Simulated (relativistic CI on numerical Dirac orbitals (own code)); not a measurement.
## Line list: Electric-dipole lines, Sr XXVIII

Method of calculation: Dirac-Coulomb-Breit CI, KLI orbitals optimised for each configuration, a model potential for QED, unscaled Slater integrals (own radial code, finite nucleus).

CI space (outside the closed core [Ne]): 3s, 3p, 3d, 4s, 4p, 4d, 4f, 5s, 5p, 5d, 5f, 5g, 6s, 6p, 6d, 7s, 7p. Levels of other configurations are missing.

```csv
λ vac (nm),Lower,Upper,A (s⁻¹),gf,Branching (%)
1.3948,3p 2P°_1/2 [2],5d 2D_3/2 [16],1.96e+12,2.29e-01,61.7
1.4203,3p 2P°_3/2 [3],5d 2D_5/2 [17],2.35e+12,4.26e-01,73.6
1.5505,3d 2D_3/2 [4],5f 2F°_5/2 [18],3.16e+12,6.83e-01,63.7
1.5563,3d 2D_5/2 [5],5f 2F°_7/2 [19],3.35e+12,9.74e-01,68.1
1.8486,3s 2S_1/2 [1],4p 2P°_3/2 [8],1.73e+12,3.54e-01,78.2
1.8672,3s 2S_1/2 [1],4p 2P°_1/2 [7],1.94e+12,2.03e-01,78.5
1.9375,3p 2P°_1/2 [2],4d 2D_3/2 [9],3.48e+12,7.84e-01,82.6
1.9848,3p 2P°_3/2 [3],4d 2D_5/2 [10],4.26e+12,1.51e+00,99.7
2.2086,3p 2P°_3/2 [3],4s 2S_1/2 [6],1.57e+12,2.30e-01,68.6
2.2183,3d 2D_3/2 [4],4f 2F°_5/2 [11],8.59e+12,3.80e+00,93.3
2.2290,3d 2D_5/2 [5],4f 2F°_7/2 [12],9.15e+12,5.45e+00,99.9
2.2313,3d 2D_5/2 [5],4f 2F°_5/2 [11],6.09e+11,2.73e-01,6.6
2.9941,4p 2P°_3/2 [8],6d 2D_5/2 [26],5.15e+11,4.15e-01,23.6
4.1869,4s 2S_1/2 [6],5p 2P°_3/2 [15],3.68e+11,3.86e-01,20.1
4.3363,4p 2P°_1/2 [7],5d 2D_3/2 [16],6.29e+11,7.10e-01,19.8
4.4284,4p 2P°_3/2 [8],5d 2D_5/2 [17],7.88e+11,1.39e+00,24.7
4.8201,4d 2D_3/2 [9],5f 2F°_5/2 [18],1.47e+12,3.07e+00,29.6
4.8416,4d 2D_5/2 [10],5f 2F°_7/2 [19],1.57e+12,4.42e+00,31.9
4.9852,4p 2P°_3/2 [8],5s 2S_1/2 [13],5.22e+11,3.89e-01,28.3
5.1257,4f 2F°_5/2 [11],5g 2G_7/2 [20],2.54e+12,8.01e+00,96.2
5.1342,4f 2F°_7/2 [12],5g 2G_9/2 [21],2.63e+12,1.04e+01,99.8
5.3249,4d 2D_5/2 [10],5p 2P°_3/2 [15],2.15e+11,3.66e-01,11.8
7.9134,5s 2S_1/2 [13],6p 2P°_3/2 [24],1.12e+11,4.22e-01,8.5
8.1308,5p 2P°_1/2 [14],6d 2D_3/2 [25],1.73e+11,6.85e-01,7.9
8.2886,5p 2P°_3/2 [15],6d 2D_5/2 [26],2.20e+11,1.36e+00,10.1
9.4024,5p 2P°_3/2 [15],6s 2S_1/2 [22],2.07e+11,5.49e-01,15.7
9.8868,5d 2D_5/2 [17],6p 2P°_3/2 [24],1.03e+11,6.03e-01,7.7
12.714,3p 2P°_1/2 [2],3d 2D_3/2 [4],4.00e+10,3.88e-01,89.8
14.749,3p 2P°_3/2 [3],3d 2D_5/2 [5],3.09e+10,6.05e-01,100.0
15.843,6p 2P°_3/2 [24],7s 2S_1/2 [27],9.43e+10,7.10e-01,9.9
15.954,3s 2S_1/2 [1],3p 2P°_3/2 [3],2.74e+10,4.19e-01,100.0
16.500,6d 2D_5/2 [26],7p 2P°_3/2 [29],5.26e+10,8.58e-01,5.6
33.573,4p 2P°_1/2 [7],4d 2D_3/2 [9],9.34e+09,6.32e-01,0.2
39.142,4p 2P°_3/2 [8],4d 2D_5/2 [10],7.11e+09,9.80e-01,0.2
39.220,4s 2S_1/2 [6],4p 2P°_3/2 [8],6.51e+09,6.01e-01,0.3
68.668,5p 2P°_1/2 [14],5d 2D_3/2 [16],3.01e+09,8.51e-01,0.1
78.422,5s 2S_1/2 [13],5p 2P°_3/2 [15],2.11e+09,7.77e-01,0.1
79.276,4d 2D_5/2 [10],4f 2F°_7/2 [12],5.74e+08,4.32e-01,0.0
80.178,5p 2P°_3/2 [15],5d 2D_5/2 [17],2.28e+09,1.32e+00,0.1
121.74,6p 2P°_1/2 [23],6d 2D_3/2 [25],1.19e+09,1.06e+00,0.1
137.72,6s 2S_1/2 [22],6p 2P°_3/2 [24],8.34e+08,9.49e-01,0.1
142.23,6p 2P°_3/2 [24],6d 2D_5/2 [26],9.01e+08,1.64e+00,0.0
150.61,5d 2D_3/2 [16],5f 2F°_5/2 [18],2.76e+08,5.64e-01,0.0
159.34,5d 2D_5/2 [17],5f 2F°_7/2 [19],2.50e+08,7.62e-01,0.0
221.28,7s 2S_1/2 [27],7p 2P°_3/2 [29],3.81e+08,1.12e+00,0.0
```

Terms are leading LS components. Brackets give the number of a level in order of energy, since labels repeat. The list gives strong lines, with weight on those to low levels, without lines whose two gauges differ by over a factor of 2.5. Levels whose partners in the same complex of configurations lie outside the list can be far off, and so can their lines. Rates are taken at the computed energies, electric ones in the length gauge.

At this charge energies of transitions that change n are usually good to better than 1 %, and those within a shell (Δn = 0) to a few per cent.
